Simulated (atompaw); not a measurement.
# u(r) = r·R(r): atom against pseudo-atom (Sc (Z = 21))

Columns: radius, all-electron u(r) and pseudo u(r) of the 3s shell (level -56.34 eV) of scandium in the configuration [Ne] 3s2 3p6 3d1 4s1.75 4p0; LDA (PW92), scalar-relativistic, PAW (atompaw) scheme, atompaw 4.2.0.5.

```json
{"r (bohr)": "0.085", "all-electron": "0.0816", "pseudo": "0.1740"}
{"r (bohr)": "0.169", "all-electron": "-0.4383", "pseudo": "0.3411"}
{"r (bohr)": "0.254", "all-electron": "-0.5519", "pseudo": "0.5004"}
{"r (bohr)": "0.338", "all-electron": "-0.3470", "pseudo": "0.6439"}
{"r (bohr)": "0.423", "all-electron": "-0.0074", "pseudo": "0.7714"}
{"r (bohr)": "0.508", "all-electron": "0.3395", "pseudo": "0.8779"}
{"r (bohr)": "0.592", "all-electron": "0.6280", "pseudo": "0.9607"}
{"r (bohr)": "0.677", "all-electron": "0.8431", "pseudo": "1.0206"}
{"r (bohr)": "0.762", "all-electron": "0.9814", "pseudo": "1.0563"}
{"r (bohr)": "0.846", "all-electron": "1.0526", "pseudo": "1.0685"}
{"r (bohr)": "0.931", "all-electron": "1.0721", "pseudo": "1.0594"}
{"r (bohr)": "1.015", "all-electron": "1.0530", "pseudo": "1.0313"}
{"r (bohr)": "1.100", "all-electron": "1.0069", "pseudo": "0.9868"}
{"r (bohr)": "1.185", "all-electron": "0.9434", "pseudo": "0.9293"}
{"r (bohr)": "1.269", "all-electron": "0.8710", "pseudo": "0.8633"}
{"r (bohr)": "1.354", "all-electron": "0.7936", "pseudo": "0.7907"}
{"r (bohr)": "1.438", "all-electron": "0.7166", "pseudo": "0.7166"}
{"r (bohr)": "1.523", "all-electron": "0.6412", "pseudo": "0.6422"}
{"r (bohr)": "1.608", "all-electron": "0.5697", "pseudo": "0.5706"}
{"r (bohr)": "1.692", "all-electron": "0.5041", "pseudo": "0.5045"}
{"r (bohr)": "1.777", "all-electron": "0.4433", "pseudo": "0.4434"}
{"r (bohr)": "1.862", "all-electron": "0.3882", "pseudo": "0.3882"}
{"r (bohr)": "1.946", "all-electron": "0.3393", "pseudo": "0.3393"}
{"r (bohr)": "2.031", "all-electron": "0.2952", "pseudo": "0.2952"}
{"r (bohr)": "2.115", "all-electron": "0.2566", "pseudo": "0.2566"}
{"r (bohr)": "2.200", "all-electron": "0.2222", "pseudo": "0.2222"}
```

Q: How many radial nodes do the two functions have?

A: The all-electron 3s function has n − l − 1 = 2; the pseudo-wave has 0, since the states of the same l below it are removed with the core.

Q: At about which radius was the pseudo-wave matched?

A: 1.85 bohr. The columns agree to 0.0005 from 1.69 bohr on; several derivatives are matched, so the curves merge somewhat inside the radius.

Q: Where does each function peak?

A: Outermost all-electron maximum near 0.93 bohr, pseudo maximum near 0.85 bohr (to the table’s step).

Q: Is the pseudo-wave norm-conserving?

A: No, it belongs to a PAW set: the norm inside the radius is not constrained, and the difference is carried by the augmentation charge.
